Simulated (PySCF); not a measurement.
Two species compared at the same levels of theory.

First species: BiH2(OMe), CH₅BiO.
SMILES: `[H][Bi]([H])[O]C`

Second species: C₅H₆BrF₃.
InChI=1S/C5H6BrF3/c6-4-2-1-3(4)5(7,8)9/h3-4H,1-2H2/t3-,4+/m1/s1

Levels: CAM-B3LYP/def2-SVPD for dipole moment, HOMO energy, LUMO energy, HOMO–LUMO gap and static isotropic polarisability; TDDFT CAM-B3LYP/def2-SVPD for lowest singlet excitation; PBE0-D3(BJ)/def2-SVP for rotational constant A and rotational constant C. Geometries: PBE0-D3(BJ)/def2-SVP. Each structure is a single optimised conformer of the isolated species (atoms past krypton carry core potentials, spin–orbit coupling is left out). Electronic properties by PySCF.

The conformers computed, where there is a choice (atom-mapped SMILES and torsion angles):
- `[F:1][C:2]([F:3])([F:4])[C@@H:5]1[CH2:6][CH2:7][C@@H:8]1[Br:9]`: F1–C2–C5–C6 -67°

```json
{"property": "dipole moment", "column X": "3.46 D", "column Y": "2.65 D"}
{"property": "HOMO energy", "column X": "-9.35 eV", "column Y": "-8.65 eV"}
{"property": "LUMO energy", "column X": "0.74 eV", "column Y": "-0.42 eV"}
{"property": "HOMO–LUMO gap", "column X": "10.09 eV", "column Y": "8.23 eV"}
{"property": "lowest singlet excitation", "column X": "6.22 eV", "column Y": "4.64 eV"}
{"property": "static isotropic polarisability", "column X": "79.9 au", "column Y": "67.0 au"}
{"property": "rotational constant A", "column X": "1.817 GHz", "column Y": "28.654 GHz"}
{"property": "rotational constant C", "column X": "0.665 GHz", "column Y": "2.593 GHz"}
```

Which column belongs to which species?

Column X is the second species and column Y the first. The first has 8 atoms and 102 electrons, the second 15 and 98.

How does each property change from the first species to the second?

dipole moment +0.81 D; HOMO energy -0.70 eV; LUMO energy +1.16 eV; HOMO–LUMO gap +1.86 eV; lowest singlet excitation +1.58 eV; static isotropic polarisability +12.9 au; rotational constant A -26.837 GHz; rotational constant C -1.928 GHz.

On the first: In atomic units the dipole is 1.04 e·bohr (1 au = 2.5417 D). The polarisability is 9.93 Å³ as a volume (1 au = 0.148185 Å³). Atoms past krypton carry effective core potentials; spin–orbit coupling is left out.

On the second: In wavenumbers S1 is 50100 cm⁻¹ (1 eV = 8065.54 cm⁻¹). A dipole of 3.46 D is allowed in C1, and pure rotational transitions are dipole-allowed. The calculation is non-relativistic and has no spin–orbit coupling, an omission that weighs most on bromine.
